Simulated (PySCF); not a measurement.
Constitutional and geometric isomers with formula CH5NSi. All species are isolated molecules in the gas phase. One relaxed conformer stands for each flexible species; it need not be the lowest. Strings in code marks are SMILES.

Method: PBE-D3(BJ)/def2-TZVP // r2SCAN-D4/def2-TZVP (PySCF). Delta-SCF ions had no search for a lower state. Excitations are Tamm–Dancoff values on a coarser integration grid. The basis has no diffuse functions, so Rydberg states are missing or too high.

```
species           T1 excitation (TDA) (eV)  dipole moment (D)  brightest of the four lowest singlets (TDA) (eV)  LUMO (eV)  vertical ionisation energy (Delta-SCF) (eV)
----------------  ------------------------  -----------------  ------------------------------------------------  ---------  -------------------------------------------
`C=[SiH]N`                            3.17                  –                                              5.52      -0.77                                         7.79
`[SiH2]=CN`                           1.79                  …                                                 …      -1.89                                         7.35
`[H]/N=C/[SiH3]`                      3.46               1.73                                                 –          …                                            …
`[SiH3]N=C`                              …               1.34                                              6.48      -2.14                                         9.37
`[H]/N=[SiH]\C`                       3.51               3.30                                              6.53      -1.88                                         9.37
```

Some entries are withheld; supply them.


- `[SiH2]=CN`, dipole moment (D): 3.36
- `[SiH2]=CN`, brightest of the four lowest singlets (TDA) (eV): 4.90
- `[H]/N=C/[SiH3]`, LUMO (eV): -2.10
- `[H]/N=C/[SiH3]`, vertical ionisation energy (Delta-SCF) (eV): 9.62
- `[SiH3]N=C`, T1 excitation (TDA) (eV): 3.34
